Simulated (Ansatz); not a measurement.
Reaction (substitution at a C–O bond): `CO[SiH2][O][GeH3]` + `O[Si]F` → `CO[Si]F` + `O[SiH2][O][GeH3]`

Calculated with Ansatz (gas phase, PBE0-D4/def2-TZVP geometries, no zero-point term in ΔE). CCSD(T)/CBS adds triple-zeta CCSD(T) − MP2 to the extrapolated MP2 energy (def2 sets, frozen cores). This one scheme is used for every species. Functionals use def2-TZVPP. B3LYP here is the variant with VWN-RPA as its local correlation; programs differ in this. For Ge outer-core shells are correlated without core-valence functions, which leaves a few kJ/mol of doubt a bond. Scalar relativity is left out up to krypton. One conformer a species, not always the lowest.

```csv
level,ΔE (kcal/mol),difference from CCSD(T)/CBS
PBE-D4,-1.9,-0.5
r2SCAN-D4,-1.7,-0.3
PBE0-D4,-1.4,0.0
B3LYP-D4,-1.5,-0.1
ωB97X-V,-1.3,0.1
ωB97M-V,-1.2,0.2
B2PLYP,-1.8,-0.4
PBE,-2.1,-0.7
r2SCAN,-1.8,-0.4
PBE0,-1.7,-0.3
B3LYP,-1.9,-0.5
HF/def2-TZVPP,-0.9,0.5
MP2/def2-TZVPP,-1.5,-0.1
SCS-MP2/def2-TZVPP,-1.5,-0.1
CCSD/def2-TZVPP,-1.2,0.2
CCSD(T)/def2-TZVPP,-1.4,0.0
HF/def2-QZVPP,-0.9,0.5
MP2/def2-QZVPP,-1.6,-0.2
SCS-MP2/def2-QZVPP,-1.5,-0.1
HF/CBS(def2),-0.9,0.5
MP2/CBS(def2),-1.6,-0.2
CCSD/CBS(def2),-1.2,0.2
CCSD(T)/CBS,-1.4,0
```

Largest T1 diagnostic among the species: 0.015.
